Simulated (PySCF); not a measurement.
Nuclear quadrupole coupling in `CC1O[SiH2]O[SiH2]O1`

C2H8O3Si2.
SMILES with atom numbers: `[CH3:1][CH:2]1[O:3][SiH2:4][O:5][SiH2:6][O:7]1` (hydrogens: H8, H9, H10 on C1; H11 on C2; H12, H13 on Si4; H14, H15 on Si6)

Geometry (GFN2-xTB, Å), atoms numbered from 1 in this order:
```
atom  x, y, z in Å
C1     2.1650   -0.5578   -0.1893
C2     0.7402   -0.1384   -0.5364
O3    -0.1217   -1.1624   -0.1595
Si4   -1.7121   -1.0536    0.1665
O5    -2.0725    0.5005    0.4937
Si6   -0.9762    1.7044    0.4638
O7     0.4766    1.0769    0.0855
H8     2.3981   -1.4929   -0.6893
H9     2.2397   -0.6937    0.8860
H10    2.8583    0.2165   -0.5034
H11    0.6469    0.0062   -1.6288
H12   -2.5064   -1.3814   -1.0102
H13   -1.8900   -1.8368    1.3739
H14   -1.4370    2.6043   -0.5854
H15   -0.8133    2.2163    1.8110
```

Field gradients from the PBE0/pcSseg-1 density (PySCF, non-relativistic), principal values in atomic units, ordered |Vxx| ≤ |Vyy| ≤ |Vzz|:

| atom | Vxx | Vyy | Vzz |
| --- | --- | --- | --- |
| O3 | -0.4923 | -1.1660 | 1.6582 |
| O5 | -0.1300 | -0.7064 | 0.8364 |
| O7 | -0.4919 | -1.1662 | 1.6581 |

Q: Find the asymmetry η = (Vxx − Vyy)/Vzz and the couplings χ = eQV/h (234.96 MHz × Q in barn × V in au), with Q(17O) = −0.0256 b.

A: 
| atom | environment | nucleus | η | χzz (MHz) | χxx (MHz) | χyy (MHz) |
| --- | --- | --- | --- | --- | --- | --- |
| O3 | silyl ether oxygen | 17O | 0.41 | -9.97 | 2.96 | 7.01 |
| O5 | siloxane oxygen | 17O | 0.69 | -5.03 | 0.78 | 4.25 |
| O7 | silyl ether oxygen | 17O | 0.41 | -9.97 | 2.96 | 7.01 |

Q: What is Vzz at O7 in SI units (1 au = 9.71736 × 10²¹ V/m²)?

A: 1.6581 au = 16.112 × 10²¹ V/m².

Q: And the gradient at the other heavy atoms, for which no coupling is worked out here?

A: 
```json
{"atom": "C1", "environment": "methyl carbon", "Vzz (au)": "0.082", "η": "0.08"}
{"atom": "C2", "environment": "sp3 carbon bearing two oxygens", "Vzz (au)": "-0.424", "η": "0.87"}
{"atom": "Si4", "environment": "oxygen-bound silicon", "Vzz (au)": "-0.589", "η": "0.99"}
{"atom": "Si6", "environment": "oxygen-bound silicon", "Vzz (au)": "-0.590", "η": "0.98"}
```

Q: What couplings would deuterons (Q(2H) = 0.00286 b) have in place of the hydrogens, at this geometry?

A: 
```
atom  bonded to  bond length (Å)  Vzz (au)     η  χzz (kHz)
  H8         C1            1.086    0.3162  0.03        212
  H9         C1            1.086    0.3156  0.03        212
 H10         C1            1.086    0.3164  0.03        213
 H11         C2            1.106    0.2659  0.02        179
 H12        Si4            1.457    0.1613  0.01        108
 H13        Si4            1.450    0.1666  0.01        112
 H14        Si6            1.457    0.1613  0.01        108
 H15        Si6            1.450    0.1664  0.01        112
```

Geometry: GFN2-xTB, one conformer, isolated molecule. GFN2-xTB bond lengths can be off by several hundredths of an ångström, more for odd bonds, and the gradients follow them. The small basis limits the accuracy of the gradients.
